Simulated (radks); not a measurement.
The numbers below are computed, except where a source is named.
Q: All-electron atom: Tb18+ in [Kr] 4d10 4f1. Code: a radial shooting solver on a logarithmic mesh with Libxc functionals. Model: non-relativistic Kohn-Sham, LDA (Slater exchange, Perdew-Wang correlation), spin-unpolarised, spherical densities, point nucleus; relativity is left out, which matters for an element this heavy. Some entries of the table are withheld. Estimate them.

orbital,occ.,eigenvalue (hartree),<1/r> (bohr^-1),<r> (bohr)
1s,2,(1),64.42,(2)
2s,2,-301.5393,14.99,0.09934
2p,6,(3),15.02,0.08420
3s,2,-79.40508,5.671,(4)
3p,6,(5),5.614,0.2453
3d,10,-62.00055,5.514,0.2174
4s,2,-27.51167,2.529,0.5549
4p,6,-25.06654,2.453,0.5615
4d,10,-20.67043,2.299,(6)
4f,1,-15.17198,2.037,0.5804

A: 
(1) 1s eigenvalue (hartree): -1801.654
(2) 1s <r> (bohr): 0.02335
(3) 2p eigenvalue (hartree): -287.9771
(4) 3s <r> (bohr): 0.2556
(5) 3p eigenvalue (hartree): -73.34120
(6) 4d <r> (bohr): 0.5727
